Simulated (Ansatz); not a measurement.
The same redistribution along the group F, Cl, I.

Computed with Ansatz on PBE0-D4/def2-TZVP structures; ΔE is electronic, products minus reactants. CCSD(T)/CBS is the MP2 limit (def2-TZVPP, def2-QZVPP) plus CCSD(T) − MP2 in def2-TZVPP, frozen cores. Functionals use def2-TZVPP. B3LYP here is the variant with VWN-RPA as its local correlation; programs differ in this. Elements past krypton have def2 core potentials. For I, Mg outer-core shells are correlated without core-valence functions, which leaves a few kJ/mol of doubt a bond. Each species was taken in one conformer, which may not be the lowest.

```json
{"reaction": "`F[SiH]1CO1` + `C[CH2][Mg][NH2]` → `N[Si]1(F)CO1` + `C[CH2][MgH]`", "B3LYP-D4 (kJ/mol)": "-20", "r2SCAN-D4 (kJ/mol)": "-19", "CCSD(T)/CBS(def2) (kJ/mol)": "-12"}
{"reaction": "`Cl[SiH]1CO1` + `C[CH2][Mg][NH2]` → `N[Si]1(Cl)CO1` + `C[CH2][MgH]`", "B3LYP-D4 (kJ/mol)": "-17", "r2SCAN-D4 (kJ/mol)": "-15", "CCSD(T)/CBS(def2) (kJ/mol)": "-9"}
{"reaction": "`I[SiH]1CO1` + `C[CH2][Mg][NH2]` → `N[Si]1(I)CO1` + `C[CH2][MgH]`", "B3LYP-D4 (kJ/mol)": "-15", "r2SCAN-D4 (kJ/mol)": "-12", "CCSD(T)/CBS(def2) (kJ/mol)": "-8"}
```

Largest T1 diagnostic: 0.013, for `F[SiH]1CO1`.
